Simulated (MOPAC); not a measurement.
Input file for MOPAC: PM3 on H8Si2 (a complex), monomers drawn apart or pushed together.

```
PM3 1SCF PRECISE CHARGE=0 THREADS=1
H8Si2

H      0.55671444 1    -0.76272745 1     0.05311899 1
H     -0.09818437 1    -0.57640907 1    -0.24714688 1
Si     0.90220745 1     0.20056273 1     5.04824673 1
Si    -1.24611320 1     0.80200858 1     4.32807202 1
H      1.70039475 1    -0.33948244 1     3.92108584 1
H      0.81626304 1    -0.83658291 1     6.10522295 1
H      1.60668598 1     1.38279052 1     5.60171448 1
H     -1.16766941 1     1.84657544 1     3.27868107 1
H     -2.03057829 1     1.33479444 1     5.46902356 1
H     -1.95596055 1    -0.37629239 1     3.77460003 1
```

The log:

```
*******************************************************************************
 **                                                                           **
 **                              MOPAC v23.2.5                                **
 **                                                                           **
 *******************************************************************************
 ** MOPAC's Digital Object Identifier: https://doi.org/10.5281/zenodo.6511958 **
 **                                                                           **
 ** Please cite the open-source release paper for use of this MOPAC version:  **
 ** J. E. Moussa and J. J. P. Stewart (2026)                                  **
 ** MOPAC: An open-source semiempirical molecular orbital program             **
 ** J. Open Source Softw., 11(119), 8025, https://doi.org/10.21105/joss.08025 **
 *******************************************************************************

                              PM3 CALCULATION RESULTS

 *******************************************************************************
 *  PM3        - The PM3 Hamiltonian to be used
 *
 *
 *
 *                 CHARGE ON SYSTEM = 0
 *
 *
 *
 *  PRECISE    - TIGHTER CRITERIA TO BE USED
 *  1SCF       - DO 1 SCF AND THEN STOP
 *  THREADS=1  - MULTI-THREADING NOT USED
 *  T=         - A TIME OF 172800.0 SECONDS REQUESTED
 *  DUMP=N     - RESTART FILE WRITTEN EVERY 7200.0 SECONDS REQUESTED
 *******************************************************************************
PM3 1SCF PRECISE CHARGE=0 THREADS=1
 H8Si2

   ATOM   CHEMICAL          X               Y               Z
  NUMBER   SYMBOL      (ANGSTROMS)     (ANGSTROMS)     (ANGSTROMS)

     1       H          0.55671444  *  -0.76272745  *   0.05311899  *
     2       H         -0.09818437  *  -0.57640907  *  -0.24714688  *
     3      Si          0.90220745  *   0.20056273  *   5.04824673  *
     4      Si         -1.24611320  *   0.80200858  *   4.32807202  *
     5       H          1.70039475  *  -0.33948244  *   3.92108584  *
     6       H          0.81626304  *  -0.83658291  *   6.10522295  *
     7       H          1.60668598  *   1.38279052  *   5.60171448  *
     8       H         -1.16766941  *   1.84657544  *   3.27868107  *
     9       H         -2.03057829  *   1.33479444  *   5.46902356  *
    10       H         -1.95596055  *  -0.37629239  *   3.77460003  *



          CARTESIAN COORDINATES

    NO.       ATOM           X           Y           Z

     1         H          0.5567     -0.7627      0.0531
     2         H         -0.0982     -0.5764     -0.2471
     3        Si          0.9022      0.2006      5.0482
     4        Si         -1.2461      0.8020      4.3281
     5         H          1.7004     -0.3395      3.9211
     6         H          0.8163     -0.8366      6.1052
     7         H          1.6067      1.3828      5.6017
     8         H         -1.1677      1.8466      3.2787
     9         H         -2.0306      1.3348      5.4690
    10         H         -1.9560     -0.3763      3.7746

  H: (PM3): J. J. P. STEWART, J. COMP. CHEM. 10, 209 (1989).
 Si: (PM3): J. J. P. STEWART, J. COMP. CHEM. 10, 209 (1989).

           Empirical Formula: H8 Si2  =    10 atoms



      MOLECULAR POINT GROUP   :   Cs


      RHF CALCULATION, NO. OF DOUBLY OCCUPIED LEVELS = 8


 -------------------------------------------------------------------------------
 PM3 1SCF PRECISE CHARGE=0 THREADS=1
 H8Si2



     1SCF WAS SPECIFIED, SO BFGS WAS NOT USED
     SCF FIELD WAS ACHIEVED


                              PM3 CALCULATION
                                                       MOPAC v23.2.5 Linux




          FINAL HEAT OF FORMATION =          5.60194 KCAL/MOL =      23.43852 KJ/MOL


          COSMO AREA              =        145.28 SQUARE ANGSTROMS
          COSMO VOLUME            =        130.98 CUBIC ANGSTROMS

          IONIZATION POTENTIAL    =         10.013479 EV
          HOMO LUMO ENERGIES (EV) =        -10.013 -1.293
          NO. OF FILLED LEVELS    =          8
          MOLECULAR WEIGHT        =         64.2342         POINT GROUP:  Cs

          MOLECULAR DIMENSIONS (Angstroms)

            Atom       Atom       Distance
            H     6    H     2     6.42312
            H     9    H     5     4.27212
            H     7    H    10     3.00590


          SCF CALCULATIONS        =          1





   ATOM   CHEMICAL          X               Y               Z
  NUMBER   SYMBOL      (ANGSTROMS)     (ANGSTROMS)     (ANGSTROMS)

     1       H          0.55671444  *  -0.76272745  *   0.05311899  *
     2       H         -0.09818437  *  -0.57640907  *  -0.24714688  *
     3      Si          0.90220745  *   0.20056273  *   5.04824673  *
     4      Si         -1.24611320  *   0.80200858  *   4.32807202  *
     5       H          1.70039475  *  -0.33948244  *   3.92108584  *
     6       H          0.81626304  *  -0.83658291  *   6.10522295  *
     7       H          1.60668598  *   1.38279052  *   5.60171448  *
     8       H         -1.16766941  *   1.84657544  *   3.27868107  *
     9       H         -2.03057829  *   1.33479444  *   5.46902356  *
    10       H         -1.95596055  *  -0.37629239  *   3.77460003  *

                             CARTESIAN COORDINATES

   1    H        0.556714440    -0.762727450     0.053118990
   2    H       -0.098184370    -0.576409070    -0.247146880
   3   Si        0.902207450     0.200562730     5.048246730
   4   Si       -1.246113200     0.802008580     4.328072020
   5    H        1.700394750    -0.339482440     3.921085840
   6    H        0.816263040    -0.836582910     6.105222950
   7    H        1.606685980     1.382790520     5.601714480
   8    H       -1.167669410     1.846575440     3.278681070
   9    H       -2.030578290     1.334794440     5.469023560
  10    H       -1.955960550    -0.376292390     3.774600030


           Empirical Formula: H8 Si2  =    10 atoms



      MOLECULAR POINT GROUP   :   Cs


                  EIGENVALUES
 -16.78568 -15.77187 -15.63654 -12.81922 -12.80844 -10.96965 -10.96560 -10.01348
  -1.29283   0.88855   1.52913   1.76940   1.77149   2.40437   2.40671   4.57639


              NET ATOMIC CHARGES AND DIPOLE CONTRIBUTIONS

  ATOM NO.   TYPE          CHARGE      No. of ELECS.   s-Pop       p-Pop
    1          H           0.000726        0.9993     0.99927
    2          H          -0.000695        1.0007     1.00069
    3         Si           0.337454        3.6625     0.95938     2.70316
    4         Si           0.338194        3.6618     0.95905     2.70275
    5          H          -0.112679        1.1127     1.11268
    6          H          -0.112681        1.1127     1.11268
    7          H          -0.112674        1.1127     1.11267
    8          H          -0.112495        1.1125     1.11249
    9          H          -0.112661        1.1127     1.11266
   10          H          -0.112489        1.1125     1.11249
 DIPOLE           X         Y         Z       TOTAL
 POINT-CHG.    -0.005    -0.001    -0.015     0.015
 HYBRID         0.003     0.001     0.010     0.010
 SUM           -0.002    -0.000    -0.005     0.005


          ATOMIC ORBITAL ELECTRON POPULATIONS

     Atom    s        px        py        pz
    1  H   0.99927
    2  H   1.00069
    3 Si   0.95938   0.92721   0.88711   0.88885
    4 Si   0.95905   0.92730   0.88705   0.88840
    5  H   1.11268
    6  H   1.11268
    7  H   1.11267
    8  H   1.11249
    9  H   1.11266
   10  H   1.11249

 **********************
 *                    *
 * JOB ENDED NORMALLY *
 *                    *
 **********************




 == MOPAC DONE ==
```

The run finished.

Cost: around 0.03 core-seconds (rough).
